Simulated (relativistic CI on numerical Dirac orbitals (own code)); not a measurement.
**Calculated levels, Au LXVI**

Method of calculation: Dirac-Coulomb-Breit CI, separate exchange-only KLI orbitals for each configuration, QED by a radiative potential, unscaled Slater integrals (own radial code, finite nucleus).

Configurations in the expansion (outside the closed core [Ne]): 3s2.3p2, 3s2.3p.3d, 3s.3p3, 3s2.3d2, 3p4, 3s.3p2.3d, 3p2.3d2, 3s.3p.3d2, 3p3.3d, 3s2.3d.4s, 3s2.3d.4p, 3s.3p.3d.4s, 3p3.4s, 3s2.3p.4s, 3s.3p.3d.4p, 3p3.4p. Levels of other configurations are missing.

The lowest level is 3s2.3p2 3P_0, with 68 % of that term; Hund's rules for 3s2.3p2 give 3P with J = 0, in agreement.

```csv
No.,Configuration,Term,J,E (10³ cm⁻¹),%,Next component (%),Landé g,jj configuration (%)
1,3s2.3p2,3P,0,0.0,68,31 1S,,3p1/2^2 (100)
2,3s2.3p2,3P,1,3869.0,100,,1.486,3p1/2 3p3/2 (100)
3,3s2.3p2,1D,2,3951.2,65,35 3P,1.157,3p1/2 3p3/2 (99)
4,3s.3p3,3P°,2,5386.9,47,26 5S°,1.511,3s 3p3/2 (97)
5,3s.3p3,3D°,1,5625.6,26,24 1P°,1.045,3s 3p3/2 (80)
6,3s2.3p.3d,3F°,2,5800.0,75,19 1D°,0.751,3p1/2 3d3/2 (99)
7,3s2.3p.3d,3D°,1,6204.5,42,25 1P°,0.884,3p1/2 3d3/2 (80)
8,3s2.3p.3d,3P°,2,6863.1,46,34 3D°,1.280,3p1/2 3d5/2 (98)
9,3s2.3p.3d,3F°,3,6876.1,50,28 1F°,1.100,3p1/2 3d5/2 (99)
10,3s.3p2.3d,3D,1,7358.9,45,37 5F,0.448,3s 3p1/2^2 3d3/2 (99)
11,3s.3p2.3d,3D,2,7425.0,30,17 5F,1.117,3s 3p1/2^2 3d3/2 (98)
12,3s2.3p2,3P,2,7884.8,64,34 1D,1.310,3p3/2^2 (99)
13,3s2.3p2,1S,0,8064.6,67,31 3P,,3p3/2^2 (98)
14,3s.3p2.3d,3D,3,8381.7,36,19 5D,1.338,3s 3p1/2^2 3d5/2 (99)
15,3s.3p2.3d,3F,2,8506.9,27,25 3D,1.027,3s 3p1/2^2 3d5/2 (98)
16,3s.3p3,3D°,2,9170.2,49,45 5S°,1.526,3s 3p1/2 3p3/2^2 (96)
17,3s.3p3,3D°,3,9338.9,94,3 3s2.3p.3d 3F°,1.308,3s 3p1/2 3p3/2^2 (94)
18,3s.3p3,3P°,0,9434.7,84,15 3s2.3p.3d 3P°,,3s 3p1/2 3p3/2^2 (84)
19,3s.3p3,1D°,2,9563.9,53,14 3s2.3p.3d 3D°,1.084,3s 3p1/2 3p3/2^2 (69)
20,3s.3p3,3P°,1,9570.8,32,19 3D°,1.264,3s 3p1/2 3p3/2^2 (80)
21,3s.3p3,3S°,1,9677.3,31,28 3P°,1.333,3s 3p1/2 3p3/2^2 (97)
22,3s2.3p.3d,3F°,3,10002.0,46,38 1F°,1.075,3p3/2 3d3/2 (95)
23,3s2.3p.3d,3P°,1,10056.5,44,31 3D°,1.116,3p3/2 3d3/2 (80)
24,3s2.3p.3d,3D°,2,10056.6,37,22 3s.3p3 1D°,1.056,3p3/2 3d3/2 (67)
25,3s2.3p.3d,3P°,0,10064.5,84,15 3s.3p3 3P°,,3p3/2 3d3/2 (84)
26,3s2.3p.3d,3F°,4,10673.3,99,,1.235,3p3/2 3d5/2 (99)
27,3s2.3p.3d,3P°,2,10763.7,43,42 1D°,1.221,3p3/2 3d5/2 (97)
28,3s2.3p.3d,3D°,3,10959.7,62,34 1F°,1.202,3p3/2 3d5/2 (96)
29,3s.3p2.3d,5F,2,10970.2,27,18 3F,1.146,3s 3p1/2 3p3/2 3d3/2 (74)
30,3s.3p2.3d,5D,0,11023.0,75,16 3P,,3s 3p1/2 3p3/2 3d3/2 (94)
```

Energies count from the lowest computed level; ° marks odd parity. Filled j subshells are mostly left out of the jj labels.

The mean weight of the leading LS term, summed over parents, in these 30 levels is 55 %, and that of the leading jj configuration (from the same eigenvectors) 92 %, so jj coupling describes them better and the LS labels are nominal.

At this charge energies of transitions that change n are usually good to better than 1 %, and those within a shell (Δn = 0) to a few per cent.

LS names give the leading component of a level, which can be under half, so a name can repeat, a term be missing and a line seem to break the LS rules.
